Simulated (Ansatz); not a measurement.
Reactions of C2H7InO, SMILES `[CH3][InH][CH2]O`.

Isolated molecules relaxed with PBE0-D4/def2-TZVP in Ansatz; ΔE leaves out vibrations. CCSD(T)/CBS is the MP2 limit (def2-TZVPP, def2-QZVPP) plus CCSD(T) − MP2 in def2-TZVPP, frozen cores. This one scheme is used for every species. Elements past krypton have def2 core potentials. For In outer-core shells are correlated without core-valence functions, which leaves a few kJ/mol of doubt a bond. One conformer a species, not always the lowest.

Order these by ΔE at CCSD(T)/CBS, lowest first. (Estimate.)
A. `[CH3][InH][CH2]O` + CH₃NH₂ → `[CH3][InH2]` + `CNCO`
B. `[CH3][InH][CH2]O` → `C[O][InH][CH3]`
C. `[CH3][InH][CH2]O` + silanol → `[CH3][InH][O][SiH3]` + CH₃OH
D. `[CH3][InH][CH2]O` + H₂ → `[CH3][InH][CH3]` + H₂O
E. `[CH3][InH][CH2]O` + H₂ → `[CH3][InH2]` + CH₃OH

D (-141.6 kJ/mol), C (-112.7 kJ/mol), B (-83.4 kJ/mol), E (-53.9 kJ/mol), A (-2.9 kJ/mol).

Largest T1 diagnostic: 0.015, for `C[O][InH][CH3]`.
